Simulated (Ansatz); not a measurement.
The same ligand exchange along the group F, Cl, Br.

Program: Ansatz. Geometries: PBE0-D4/def2-TZVP. ΔE: electronic, gas phase. CCSD(T)/CBS is the MP2 limit (def2-TZVPP, def2-QZVPP) plus CCSD(T) − MP2 in def2-TZVPP, frozen cores. This one scheme is used for every species. DFT in def2-TZVPP. def2 core potentials past Kr. For Br, In outer-core shells are correlated without core-valence functions, which leaves a few kJ/mol of doubt a bond. Scalar relativity is left out up to krypton. One conformer a species, not always the lowest.

```tsv
reaction	MP2/CBS(def2) (kcal/mol)	PBE0-D4 (kcal/mol)	B2PLYP (kcal/mol)	CCSD(T)/CBS(def2) (kcal/mol)
`[OH][In]([F])[SH]` + H₂S → `[OH][In]([SH])[SH]` + H–F	-10.2	-9.1	-6.3	-8.5
`[OH][In]([SH])[Cl]` + H₂S → `[OH][In]([SH])[SH]` + HCl	5.6	5.9	6.7	6.1
`[OH][In]([SH])[Br]` + H₂S → `[OH][In]([SH])[SH]` + HBr	10.9	10.7	11.2	11.0
```

Largest T1 diagnostic: 0.016, for `[OH][In]([F])[SH]`.
